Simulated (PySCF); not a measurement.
CH₆OSi.

```xyz
9

Si    -0.1646     0.4484     0.1695
C      1.5611    -0.2392    -0.0279
O     -1.3284    -0.5928    -0.3834
H     -0.3329     1.6728    -0.6417
H     -0.3943     0.7694     1.6031
H      1.6998    -1.1467     0.5644
H      2.3019     0.4916     0.3073
H      1.7704    -0.4796    -1.0721
H     -1.4800    -1.4078     0.1004
```
Charge 0, spin multiplicity 1.

Geometry optimised at B3LYP-D3(BJ)/def2-TZVP. The values are those of a single conformer.

Method: PBE0/pcSseg-1 in PySCF. Non-relativistic, no solvent.

Computed absolute GIAO shielding of each atom: isotropic value and principal components (ppm):
```json
[
 {"atom": "Si1", "σ(iso)": "363.7", "σ11": "305.7", "σ22": "361.3", "σ33": "424.2", "span": "118.6"},
 {"atom": "C2", "σ(iso)": "185.5", "σ11": "172.7", "σ22": "189.4", "σ33": "194.4", "span": "21.7"},
 {"atom": "O3", "σ(iso)": "314.8", "σ11": "289.7", "σ22": "322.3", "σ33": "332.3", "span": "42.6"},
 {"atom": "H4", "σ(iso)": "26.6", "σ11": "23.1", "σ22": "25.3", "σ33": "31.3", "span": "8.1"},
 {"atom": "H5", "σ(iso)": "26.4", "σ11": "22.8", "σ22": "25.2", "σ33": "31.1", "span": "8.2"},
 {"atom": "H6", "σ(iso)": "31.3", "σ11": "27.6", "σ22": "28.8", "σ33": "37.4", "span": "9.8"},
 {"atom": "H7", "σ(iso)": "31.7", "σ11": "28.0", "σ22": "28.1", "σ33": "38.8", "span": "10.8"},
 {"atom": "H8", "σ(iso)": "31.0", "σ11": "27.3", "σ22": "28.4", "σ33": "37.4", "span": "10.2"},
 {"atom": "H9", "σ(iso)": "30.8", "σ11": "23.0", "σ22": "26.0", "σ33": "43.5", "span": "20.4"}
]
```
